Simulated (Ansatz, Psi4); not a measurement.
Two rigid molecules brought together: H4GeO4 ··· H2 (SMILES [OH][Ge]([OH])([OH])[OH] and [H][H]). Monomers: optimised at B3LYP-D3(BJ) (def2-TZVP), held rigid. Orientation: lowest of the rigid-body minima from ten starts at GFN2-xTB. Only R, the distance of the centres of mass, is varied, so the lowest point isn't the relaxed dimer.

Levels: PBE/def2-TZVP, counterpoise-corrected (Psi4); PBE-D3(BJ)/def2-TZVP, counterpoise-corrected (Psi4); wB97X-D/def2-TZVP, counterpoise-corrected (Psi4); CCSD(T)/aug-cc-pVDZ = Ansatz (an electronic-structure program) with CCSD(T) on RHF/aug-cc-pVDZ, cores with 3d frozen, counterpoise-corrected.

Interaction energies in kJ/mol; the last columns give the difference from CCSD(T):

```tsv
R / Å	PBE/def2-TZVP	PBE-D3(BJ)/def2-TZVP	wB97X-D/def2-TZVP	CCSD(T)/aug-cc-pVDZ	PBE/def2-TZVP − CCSD(T)/aug-cc-pVDZ	PBE-D3(BJ)/def2-TZVP − CCSD(T)/aug-cc-pVDZ	wB97X-D/def2-TZVP − CCSD(T)/aug-cc-pVDZ
3.19	2.78	-0.40	0.14	2.46	0.32	-2.86	-2.32
3.31	1.21	-1.72	-1.18	0.75	0.46	-2.48	-1.94
3.55	-0.46	-2.91	-2.27	-0.98	0.52	-1.94	-1.29
3.71	-0.93	-3.07	-2.35	-1.41	0.48	-1.66	-0.95
3.97	-1.14	-2.82	-2.09	-1.52	0.38	-1.29	-0.56
4.29	-1.00	-2.20	-1.61	-1.28	0.28	-0.92	-0.33
4.53	-0.82	-1.74	-1.29	-1.04	0.22	-0.70	-0.25
5.06	-0.44	-0.95	-0.73	-0.61	0.17	-0.33	-0.12
5.74	-0.17	-0.41	-0.33	-0.31	0.14	-0.11	-0.03
6.78	-0.05	-0.14	-0.12	-0.12	0.07	-0.02	-0.01
8.06	-0.02	-0.05	-0.05	-0.04	0.02	-0.01	0.00
```

PBE/def2-TZVP is furthest from CCSD(T)/aug-cc-pVDZ at 3.55 (0.52 kJ/mol, above); its mean absolute difference over the points is 0.28 kJ/mol.

PBE-D3(BJ)/def2-TZVP is furthest from CCSD(T)/aug-cc-pVDZ at 3.19 (-2.86 kJ/mol, below); its mean absolute difference over the points is 1.12 kJ/mol.

wB97X-D/def2-TZVP is furthest from CCSD(T)/aug-cc-pVDZ at 3.19 (-2.32 kJ/mol, below); its mean absolute difference over the points is 0.71 kJ/mol.
